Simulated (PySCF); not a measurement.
# Spin states and ions at one geometry of Bi2O2(OH)2

PySCF 2.14.0, RKS PBE, Bi def2-SVP with ECP60, O def2-SVP, H def2-SVP; non-relativistic Hamiltonian with scalar-relativistic core potentials where named; density fitting; no spin-orbit coupling; singlets restricted, open shells unrestricted. The geometry is relaxed for charge 0, singlet, vacuum (a saddle point, kept by symmetry):

```xyz
8

Bi   -0.0690    0.4296    1.6232
Bi   -0.0690    0.4296   -1.6232
O     0.6218    1.6430    0.0000
O    -0.6104   -0.8581    0.0000
O     1.7559   -0.4567    2.2237
H     2.2753   -0.7033    1.4311
O     1.7559   -0.4567   -2.2237
H     2.2753   -0.7033   -1.4311
```

Energies count from the relaxed state; an electron taken off or put on is at rest in vacuum. Charges and spins are Mulliken's.

```csv
state,energy (eV),spin squared,charge on Bi1 (e),spin on Bi1 (e),dipole about the centre of mass (D)
"charge 0, singlet, vacuum",0.00,0.00,0.94,0.00,2.87
"charge +1, doublet, vacuum",8.88,0.76,1.17,-0.06,1.17
"charge -1, doublet, vacuum",-0.28,0.75,0.51,0.49,3.29
```

**Question.** What does the state charge 0, triplet, vacuum give?

**Answer.** energy (eV) 3.51, spin squared 2.01, charge on Bi1 (e) 0.75, spin on Bi1 (e) 0.45, dipole about the centre of mass (D) 1.92.

With an electron taken off (doublet) the charges change, summed by element, by Bi +0.46 e, O +0.48 e, H +0.07 e. The vertical ionisation energy is 8.88 eV, against −ε(HOMO) = 6.00 eV of the relaxed state. The level lies 2.9 eV too high, as is usual for semilocal functionals and global hybrids, which keep a self-interaction error.

With an electron put on (doublet) the charges change, summed by element, by Bi -0.86 e, O -0.08 e, H -0.07 e. The vertical electron affinity is 0.28 eV, against −ε(LUMO) = 2.66 eV of the relaxed state. The basis has no diffuse functions, which an added electron needs. The added electron's level lies above zero.

Open shells may have lower solutions than those found. Hard to converge, so the more doubtful: charge 0, triplet, vacuum; charge +1, doublet, vacuum.
